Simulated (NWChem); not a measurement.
AlNH$_{3}$OBr; SMILES [Al]([Br])([OH])[NH2]

```xyz
7

Al     0.0177    -0.9567     0.0000
Br     0.0068     1.3015     0.0000
O      1.4692    -1.8325     0.0000
H      2.3508    -1.4585     0.0000
N     -1.5086    -1.8247     0.0000
H     -1.5900    -2.8348     0.0000
H     -2.4233    -1.3903     0.0000
```
Atoms are numbered in this order, from 1.

Results from NWChem. All runs use the structure optimised with PBE0/def2-SVP. B3LYP is NWChem's, with the RPA form of VWN correlation. Vertical excitations in the gas phase; the lowest state need not have the same character in each row.

```
level                                      lowest excitation, singlet (eV)  oscillator strength of that lowest state  lowest state with f > 0.02, singlet (eV)  orbital gap (eV)
-----------------------------------------  -------------------------------  ----------------------------------------  ----------------------------------------  ----------------
PBE/def2-SVP, TDA                                                     5.03                                     0.017                                      6.02              4.90
B3LYP/def2-SVP, TDA                                                   5.57                                     0.020                                      6.50              6.65
LDA (Slater exchange, VWN5)/def2-SVP, TDA                             5.01                                     0.016                                      5.98              4.86
Hartree-Fock/def2-SVP, CIS                                            7.39                                     0.036                                      7.39             13.67
```
